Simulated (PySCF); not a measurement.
C₂H₅FOSi.
Structure used (PBE0-D3(BJ)/def2-SVP), in Å, numbered top down from 1:
```xyz
10
C2H5FOSi angstrom
C     -1.4832    0.0900    0.1492
C     -0.2386   -0.0618   -0.6735
O     -0.2468   -0.1933   -1.8786
Si     1.5125   -0.0660    0.1218
F      1.3971    0.1585    1.7324
H     -1.5268   -0.7044    0.9125
H     -2.3737    0.0510   -0.4936
H     -1.4516    1.0446    0.7001
H      2.1507   -1.3852   -0.1340
H      2.3085    1.0464   -0.4611
```

Lines to be assigned: C 1s: 291.34 (area 1), 293.36 (area 1) eV; O 1s: 538.17 eV; F 1s: 692.52 eV; Si 1s: 1848.08 eV; Si 2p3/2: 108.23 eV.

Computed, not measured: delta-SCF UKS SCAN, pcX-2 on the ionised atom, pcseg-1 elsewhere, spin-free X2C (PySCF). The structure is a single PBE0-D3(BJ)/def2-SVP conformer in the gas phase; no vibrational or solvent corrections.

**Question.** Order the carbon atoms by C 1s binding energy.

**Answer.** 291.34 eV: C1 (methyl carbon next to a carbonyl); 293.36 eV: C2 (carbonyl carbon). The listed C 1s values span 2.02 eV, from C1 (bonded to C and 3 H) to C2 (bonded to O (double bond), C and Si). Summing the Pauling electronegativity differences to the bonded atoms, each weighted by its formal bond order, gives -1.05 for the lowest site and +1.13 for the highest.

Bonded neighbours of each site: C1: C and 3 H; C2: O (double bond), C and Si; O3: C (double bond); Si4: F, C and 2 H; F5: Si.

**Question.** Which photon energy gives electrons from C 1s of C1 a kinetic energy of 50 eV, and what is their de Broglie wavelength?

**Answer.** hν = 291.34 + 50 = 341.34 eV, recoil neglected; λ = 12.264 Å/√(E/eV) = 1.73 Å.

Spin contamination (⟨S²⟩ against 0.75 for a pure doublet) is marked for C 1s of C2 (0.86), which makes this value less certain. Spin–orbit and ligand-field terms were added within each 2p shell after the spin-free SCF. 2p1/2 minus 2p3/2 (ligand field included): Si 0.63 eV.

On one thread, Intel Xeon at 2.50 GHz (x86_64), shared host with 64 logical CPUs at a one-minute load of 64, this took 82 s wall, 70 s CPU and 0.52 GiB of memory at its peak.
